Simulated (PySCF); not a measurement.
A calculated (CAM-B3LYP, PySCF 2.14, x2c-TZVPPall with one added diffuse shell each of s, p, d, f type, scalar relativity by spin-free X2C-1e) atom or ion has these occupied shells.

```csv
shell,electrons,orbital energy (eV),"rms radius, mean of both spins (bohr)"
1s β,1,-19878.2,0.0404
1s α,1,-19878.2,0.0404
2s α,1,-2841.1,0.167
2s β,1,-2840.6,0.167
2p α,3,-2542.1,0.148
2p β,3,-2541.7,0.148
3s α,1,-506.94,0.459
3s β,1,-506.63,0.459
3p α,3,-408.40,0.464
3p β,3,-408.05,0.464
3d α,5,-247.67,0.455
3d β,5,-247.08,0.455
4s α,1,-89.241,1.18
4s β,1,-86.368,1.18
4p α,3,-62.365,1.32
4p β,3,-58.845,1.32
4d α,4,-24.821,1.86
```

(1) Name the element and its charge.

## Answers

(1) Mo²⁺ (molybdenum, charge +2), in [Kr] 4d4, high-spin 5D determinant.
